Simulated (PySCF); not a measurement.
Germanium: a sound run and one with changed settings

Sound run: Ge⁺ [Ar] 3d10 4s2 4p1, Ge²⁺ [Ar] 3d10 4s2. Computed with PySCF 2.14 in x2c-SVPall (5s4p3d, 32 functions), with scalar relativity by spin-free X2C-1e. In the sound run the correlated levels freeze [Ar] 3d10. The sound run starts from symmetry-adapted Hartree-Fock orbitals and uses a fine grid where one is needed.

Changed run: no relativity, point nucleus. This setting is unsound on purpose.

| species | method | sound run (hartree) | changed run (hartree) | converged |
| --- | --- | --- | --- | --- |
| Ge⁺ | UHF | -2096.41326 | -2066.20970 | yes |
| Ge⁺ | PBE | -2097.77185 | -2067.56953 | yes |
| Ge⁺ | MN15 | -2099.33079 | -2069.13826 | yes |
| Ge⁺ | MP2 | -2096.44531 | -2066.24210 | yes |
| Ge⁺ | CCSD(T) | -2096.46063 | -2066.25827 | yes |
| Ge²⁺ | UHF | -2095.85338 | -2065.64779 | yes |
| Ge²⁺ | PBE | -2097.19041 | -2066.98667 | yes |
| Ge²⁺ | MN15 | -2098.74748 | -2068.55227 | yes |
| Ge²⁺ | MP2 | -2095.87975 | -2065.67466 | yes |
| Ge²⁺ | CCSD(T) | -2095.89176 | -2065.68764 | yes |

Ionisation energy of Ge⁺:

| method | sound run (eV) | changed run (eV) |
| --- | --- | --- |
| UHF | 15.235 | 15.290 |
| PBE | 15.822 | 15.861 |
| MN15 | 15.873 | 15.946 |
| MP2 | 15.390 | 15.441 |
| SCS-MP2 | 15.371 | 15.422 |
| CCSD | 15.466 | 15.513 |
| CCSD(T) | 15.480 | 15.528 |

Most of the change in total energy is the relativistic energy itself. On top of that the contraction fixes the core shape for the Hamiltonian it was made with, so the changed run is not a good calculation with the other Hamiltonian either.

For comparison, NIST gives 15.935 eV between the lowest levels.
